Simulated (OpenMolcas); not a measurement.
**3d² along the 20-electron sequence**

```json
{
  "Program": "OpenMolcas 26.06",
  "Method": "CASSCF",
  "Basis": "ANO-R3",
  "Scalar Hamiltonian": "X2C, finite nucleus",
  "Spin-orbit coupling": "RASSI with atomic mean-field integrals over the reference wave functions, term energies averaged over their components"
}
```

Active space for each ion: 2 electrons in 5 orbitals (3d).

Computed levels in cm-1 above ³F₂:

| Level | Cr4+ | Mn5+ | Co7+ |
| --- | --- | --- | --- |
| ³F₃ | 496 | 730 | 1387 |
| ³F₄ | 1132 | 1659 | 3112 |
| ¹D₂ | 16483 | 18818 | 23525 |
| ³P₀ | 19306 | 21866 | 26913 |
| ³P₁ | 19481 | 22127 | 27427 |
| ³P₂ | 19865 | 22716 | 28632 |
| ¹G₄ | 25273 | 28793 | 35854 |
| ¹S₀ | 61304 | 69654 | 86037 |
| weight of ³F in the lowest level (%) | 100 | 100 | 100 |

Measured, with the error of the calculation in %. Measured levels: Cr4+ from Sugar and Corliss, J. Phys. Chem. Ref. Data 6, 317 (1977); Mn5+ from Corliss and Sugar, J. Phys. Chem. Ref. Data 6, 1253 (1977); Co7+ from Sugar and Corliss, J. Phys. Chem. Ref. Data 10, 1097 (1981).

```
Level           Cr4+           Mn5+           Co7+
  ³F₃     508 (-2.5)     746 (-2.1)    1430 (-3.0)
  ³F₄    1142 (-0.8)    1669 (-0.6)    3144 (-1.0)
  ¹D₂  13188 (+25.0)  15336 (+22.7)  19624 (+19.9)
  ³P₀  15492 (+24.6)  17782 (+23.0)  22304 (+20.7)
  ³P₁  15677 (+24.3)  18057 (+22.5)  22839 (+20.1)
  ³P₂  16041 (+23.8)  18628 (+21.9)  24055 (+19.0)
  ¹G₄  22019 (+14.8)  25511 (+12.9)  32360 (+10.8)
  ¹S₀  51146 (+19.9)                 74247 (+15.9)
```

The fine-structure level ³F₄ changes by a factor of 2.75 from Cr4+ to Co7+. Its fourth root runs 5.80, 6.38, 7.47, with steps per unit of Z of 0.58, 0.54; equal steps would mean a (Z - σ)^4 law with constant σ.

¹D₂ changes by a factor of 1.43 over the same range, with steps per unit of Z of +2340, +2350 cm-1.

Without dynamic correlation excited terms often stand tens of per cent too high (terms of higher spin than the ground term too low), and those without a measured partner can miss by more than the paired ones. Computed and measured levels are paired by configuration, term and J; levels that our copy of the source lacks, or whose pairing is in doubt (as where it misses far off the trend of its configuration), stay unpaired and out of the deviations. Only configurations of the active space appear.
